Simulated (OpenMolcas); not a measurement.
# Cu: effect of the active space

| Quantity | Value |
| --- | --- |
| Program | OpenMolcas 26.06 |
| Method | SS-CASPT2, IPEA 0.25 Eh, imaginary shift 0.1 Eh |
| Basis | ANO-RCC-VQZP |
| Scalar Hamiltonian | DKH2, point nucleus |
| Spin-orbit coupling | RASSI with atomic mean-field integrals over the reference wave functions, term energies averaged over their components |

A. 11 electrons in 6 orbitals (3d 4s); 2S+1 = 2 even, 6 roots; closed shells correlated: 3s 3p; CASPT2 step of the order of 2.8 core-seconds
B. 11 electrons in 11 orbitals (3d 4s 4d); 2S+1 = 2 even, 6 roots; closed shells correlated: 3s 3p; CASPT2 step about 12 core-minutes

Energies in cm⁻¹ above 3d¹⁰ 4s ²S_1/2, the measured ground level; measured values from NIST Handbook of Basic Atomic Spectroscopic Data.

| Level | A | B | Measured |
| --- | --- | --- | --- |
| 3d¹⁰ 4s ²S_1/2 | 0.0 | 0.0 | 0.0 |
| 3d⁹ 4s² ²D_5/2 | 15352 | 10836 | 11203 |
| 3d⁹ 4s² ²D_3/2 | 17357 | 12906 | 13245 |

Deviations, from unrounded energies. A percentage is the sum of absolute deviations over the sum of measured energies, with the sign that they share, or ± where signs differ.

```tsv
Against measurement	Levels	A	B
mean absolute deviation (cm-1)	2	4100	350
other configurations (%)	2	+33.8	-2.9
```

B lies closest to measurement on these levels. The largest miss of B in the table is 3d⁹ 4s² ²D_5/2, by -370 cm-1. The ranking rests on the paired levels alone, and a cruder setting can come out closer through cancelling errors.

Between A and B the level of the table that moves most is 3d⁹ 4s² ²D_5/2, by 4500 cm-1 (lowest in B, highest in A).

Over all roots computed the reference weight is 0.76 to 0.89 in A; the roots of lowest weight are the least certain, and an intruder state may touch them. A single d shell beside an s shell can misplace configurations of different d count against each other (holds for A). Active for correlation alone: 4d; no level in the range computed is led by a configuration that fills it, so any true level of that kind is missing (holds for B). Measured partners are found by configuration, term and J. A level has none where our copy of the source lacks it or the pairing is in doubt (some pairs that miss far off the trend of their configuration count as doubtful), and it then counts in no deviation. Only configurations of the active space appear.
